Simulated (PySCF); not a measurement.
A geometry optimisation on `[O]([GeH3])[GeH2][BH2]`.

Computed with PBE0-D3(BJ)/def2-SVP geometry optimisation, gas phase (PySCF 2.14.0). Start geometry: GFN2-xTB. A driver script takes a list of jobs; this job's settings line and coordinates (Å) are shown.

Command:
```bash
OMP_NUM_THREADS=1 python probes_run.py task.json out
```

Input:
```
{"job": {"xc": "PBE0", "basis": "def2-SVP", "d3": "d3bj", "grid": 1, "shake": 0.01, "kind": "geom"}, "charge": 0, "multiplicity": 1}
B      2.013530     0.503430    -0.479750
Ge     0.938380    -0.932160     0.407880
O     -0.828720    -0.765860     0.131060
Ge    -1.951680     0.432990    -0.279130
H      1.455710     1.446040    -0.966460
H      3.151230     0.471790    -0.535400
H      1.046590    -1.023020     1.922020
H      1.143410    -2.351880    -0.052130
H     -1.685810     0.982300    -1.627020
H     -3.273930    -0.332430    -0.240220
H     -1.970620     1.542970     0.743410
```

Output:
```
step   0  E = -4257.01208296  max force = 0.036691
step   1  E = -4257.02082875  max force = 0.030831
step   2  E = -4257.02359912  max force = 0.009367
step   3  E = -4257.02394732  max force = 0.001735
step   4  E = -4257.02398554  max force = 0.001491
step   5  E = -4257.02400932  max force = 0.001082
step   6  E = -4257.02402344  max force = 0.000899
step   7  E = -4257.02403740  max force = 0.000513
step   8  E = -4257.02404462  max force = 0.000684
step   9  E = -4257.02405139  max force = 0.000691
step  10  E = -4257.02405719  max force = 0.000690
step  11  E = -4257.02406166  max force = 0.000369
optimisation converged
```

Energies in Eh; «max force» is the largest Cartesian gradient component in Eh/bohr.

How much energy does the optimisation release, in eV?

E(step 0) − E(last step) = 0.011979 Eh, which is 0.326 eV.

Give the first gradient maximum in eV/Å.

With 1 Eh/bohr = 51.422 eV/Å, 1.887 eV/Å.

In short: final energy -4257.02406 Eh after 11 steps; dipole 1.44 D.

Give the final coordinates.

0.218 Å rms from the input after alignment:
```
atom  x, y, z in Å
B1     2.2317    0.6400   -0.4276
Ge2    1.2531   -0.9705    0.4001
O3    -0.5095   -0.9604    0.1082
Ge4   -1.5759    0.4012   -0.2848
H5     1.6421    1.5622   -0.9390
H6     3.4384    0.6873   -0.3896
H7     1.4696   -0.9800    1.9340
H8     1.7536   -2.3163   -0.1635
H9    -1.3638    0.8147   -1.7557
H10   -3.0085   -0.1044   -0.0583
H11   -1.2576    1.5960    0.6415
```

Run on one thread of an Arm Neoverse V1, shared host with 32 logical CPUs at a one-minute load of 30.
Labels such as C1 count atoms from 1, the log's own numbers from 0.
